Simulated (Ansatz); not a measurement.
PBE exchange is replaced step by step with exact exchange (0 % is PBE, 25 % PBE0; no dispersion term), basis def2-TZVP, Ansatz. System: Na4Li. Total charge 0; doublet. Geometry: PBE/def2-TZVP, each spin state at its own.

The relaxed quartet has other bonds than the doublet, so its gap is one between isomers.

Geometry of the doublet:

Cartesian coordinates in Å:
```
Li -0.034 0.353 -0.774
Na -2.386 -1.376 -2.028
Na -1.278 -1.850 1.178
Na 2.308 2.492 -0.460
Na 1.391 0.382 2.084
```

At PBE with 50 % exact exchange/def2-TZVP the charge 0 doublet is spin-contaminated (final ⟨S²⟩ up to 0.83, 0.75 for a pure state). The structure comes from a short search, and lower isomers may exist.

HOMO and LUMO are taken over both spins.

| exact exchange (%) | HOMO (eV) | LUMO (eV) | gap (eV) | ⟨S²⟩ | quartet − doublet (kJ/mol) |
| --- | --- | --- | --- | --- | --- |
| 0 | -2.74 | -2.19 | 0.55 | 0.776 | 38.2 |
| 5 | -2.83 | -2.09 | 0.74 | 0.780 | 37.5 |
| 10 | -2.91 | -1.98 | 0.93 | 0.785 | 36.8 |
| 15 | -3.00 | -1.88 | 1.12 | 0.790 | 36.1 |
| 35 | -3.36 | -1.47 | 1.89 | 0.814 | 33.8 |
| 50 | -3.63 | -1.17 | 2.46 | 0.835 | 32.3 |

Problem. Fit a straight line to the column «quartet − doublet (kJ/mol)» against the share of exact exchange and predict its value at 25 %.

Solution. With x = exact exchange (%) and y = quartet − doublet (kJ/mol): mean x = 19.17, mean y = 35.78; Σ(x − x̄)(y − ȳ) = -220.1, Σ(x − x̄)² = 1871; slope b = -0.1176, intercept a = ȳ − b·x̄ = 38.03. The residuals of the fitted rows reach 0.2. At x = 25 the line gives 38.03 + (-0.1176 × 25) = 35.1; the run gave 34.9, 0.2 less than the line.
